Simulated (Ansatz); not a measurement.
```xyz
18

C    -0.817    1.033    2.337
C    -0.234    0.376    1.138
C    -0.952    0.201   -0.038
C    -0.276   -0.248   -1.164
C    -0.905   -0.281   -2.510
O     0.944   -0.626   -1.115
B     1.640   -0.924    0.221
O     3.011   -0.711    0.139
F     1.303   -2.200    0.573
O     0.986    0.014    1.246
H    -0.177    1.864    2.643
H    -0.827    0.316    3.162
H    -1.828    1.393    2.156
H    -1.980    0.522   -0.106
H    -1.911    0.133   -2.503
H    -0.280    0.271   -3.216
H    -0.939   -1.318   -2.857
H     3.243    0.184   -0.106
```

The species carries charge 0 and has multiplicity 1.

(1) List the r2SCAN/def2-TZVPP orbital energies in eV (the Gaussian-basis code of Ansatz). (Estimate.)

## Answers

(1) Ansatz gave: Occupied: -664.65, -516.77, -516.77, -514.69, -276.18, -276.18, -273.69, -273.69, -273.46, -182.28, -30.31, -28.91, -28.19, -25.69, -21.49, -20.37, -19.20, -16.07, -15.97, -14.23, -13.42, -13.17, -12.57, -11.79, -11.54, -11.52, -11.31, -10.88, -10.48, -10.05, -9.98, -9.50, -8.78, -8.66, -8.22, -7.66, -6.94, -6.77. Lowest empty: -2.83, 0.50, 0.84, 1.62, 1.71, 2.04, 2.88, 3.06.
